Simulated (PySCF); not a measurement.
## A search over the determinants of IrI

Unrestricted PBE0; Ir def2-TZVPP with ECP60, I def2-TZVPP with ECP28; scalar-relativistic core potentials (PySCF 2.14). Outer shells of the fragments: Ir 5d7 6s2; I 4d10 5s2 5p5.

Followed along the bond (rough minima from three points):

```json
{"2Ms+1": "3", "unpaired": "π ↑, δ ↑", "⟨S²⟩ at the start": "2.01", "R at minimum (Å)": "2.47", "Te (eV)": "0.00"}
{"2Ms+1": "3", "unpaired": "π ↑, δ ↑", "⟨S²⟩ at the start": "2.02", "R at minimum (Å)": "2.46", "Te (eV)": "0.10"}
{"2Ms+1": "3", "unpaired": "σ ↑, δ ↑", "⟨S²⟩ at the start": "2.01", "R at minimum (Å)": "2.53", "Te (eV)": "0.12"}
{"2Ms+1": "3", "unpaired": "π ↑↑", "⟨S²⟩ at the start": "2.02", "R at minimum (Å)": "2.44", "Te (eV)": "0.29"}
{"2Ms+1": "1", "unpaired": "π ↓, δ ↑", "⟨S²⟩ at the start": "1.01", "R at minimum (Å)": "2.46", "Te (eV)": "0.34"}
{"2Ms+1": "3", "unpaired": "δ ↑↑", "⟨S²⟩ at the start": "2.01", "R at minimum (Å)": "2.51", "Te (eV)": "0.53"}
```

Solutions found at the starting distance of 2.495 Å, counted from the lowest of them; the search is not exhaustive and high or unbound solutions are not listed, so other states can lie among these:

```tsv
2Ms+1	unpaired	term	E (eV)	⟨S²⟩	⟨Lz²⟩	μ (D)
3	π ↑, δ ↑	mixed	0.00	2.01	4.54	-2.51
3	π ↑, δ ↑	mixed	0.10	2.02	5.00	-2.38
3	σ ↑, δ ↑	³Δ	0.13	2.01	4.01	-3.19
3	π ↑↑	³Σ⁻	0.30	2.02	0.00	-2.26
1	π ↓, δ ↑	mixed	0.34	1.01	4.13	-2.35
3	δ ↑↑	³Σ⁻	0.53	2.01	0.00	-2.90
```

A term symbol is given only where ⟨S²⟩ and ⟨Lz²⟩ are close to those of a pure state; real π, δ and φ orbitals otherwise mix terms. A positive dipole means Ir(−)I(+).

Spin–orbit coupling is left out. With d or f electrons several states lie close, and the lowest PBE0 determinant need not be the measured ground state.
